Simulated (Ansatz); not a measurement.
Consider the cleavage of the B–As bond: `B[AsH]CO` + CH₃SH → `BSC` + `OC[AsH2]`.

Computed with Ansatz on PBE0-D4/def2-TZVP structures; ΔE is electronic, products minus reactants. CCSD(T)/CBS is the MP2 limit (def2-TZVPP, def2-QZVPP) plus CCSD(T) − MP2 in def2-TZVPP, frozen cores. This one scheme is used for every species. Functionals use def2-TZVPP. For As outer-core shells are correlated without core-valence functions, which leaves a few kJ/mol of doubt a bond. Scalar relativity is left out up to krypton. Each species was taken in one conformer, which may not be the lowest.

`B[AsH]CO`:

Cartesian coordinates in Å:
```
B -0.123 -1.845 0.463
As 1.176 -0.356 0.484
C 0.261 0.990 -0.617
O -1.040 1.231 -0.134
H -0.670 -2.116 -0.564
H -0.231 -2.559 1.412
H 0.924 0.235 1.854
H 0.258 0.582 -1.636
H 0.876 1.896 -0.610
H -1.431 1.941 -0.651
```

CH₃SH:

Z-matrix (Å, degrees):
```
C
S 1 1.806
H 1 1.089 2 111.5
H 1 1.089 2 111.5 3 -123.8
H 1 1.090 2 106.2 3 118.1
H 2 1.342 1 97.1 3 61.9
```

`BSC`:

Z-matrix (Å, degrees):
```
C
S 1 1.809
H 1 1.090 2 109.0
H 1 1.088 2 109.9 3 -120.5
H 1 1.090 2 109.1 3 118.9
B 2 1.749 1 105.8 3 120.7
H 6 1.193 2 115.9 1 -180.0
H 6 1.194 2 121.2 1 0.0
```

`OC[AsH2]`:

```xyz
8

O     1.102   -0.065    1.235
C    -0.064   -0.413    0.533
As    0.166   -0.161   -1.438
H     1.214    0.888    1.191
H    -0.943    0.133    0.887
H    -0.230   -1.477    0.701
H     0.080    1.363   -1.358
H    -1.324   -0.268   -1.751
```

CCSD(T)/CBS gives -79.9 kJ/mol.

Task: Another level gave -87.0 kJ/mol. Which?
A. RPA@PBE/def2-TZVPP
B. r2SCANh/def2-TZVPP
C. HF/def2-TZVPP
D. BLYP/def2-TZVPP

Result: B. r2SCANh -87.0, BLYP -91.5, RPA@PBE/def2-TZVPP -80.1, HF/def2-TZVPP -74.2 kJ/mol.

Task: What do rigid-rotor, harmonic-oscillator terms from PBE0-D4/def2-TZVP frequencies (298.15 K, 1 bar) make of the CCSD(T)/CBS value? (Estimate.)

Result: Ansatz gave: ΔZPE = +2.2 kJ/mol, ΔH = -78.9 kJ/mol, ΔS = 0 J/(mol·K), ΔG = -78.9 kJ/mol.

Largest T1 diagnostic among the species: 0.014.

From PBE to PBE0 (25 % exact exchange), in def2-TZVPP and without D4, ΔE moves by +4.9 kJ/mol. In def2-TZVPP, CCSD(T) changes the Hartree–Fock value by −6.2 kJ/mol (the triples alone add −2.7 kJ/mol) and MP2 by −6.1 kJ/mol.
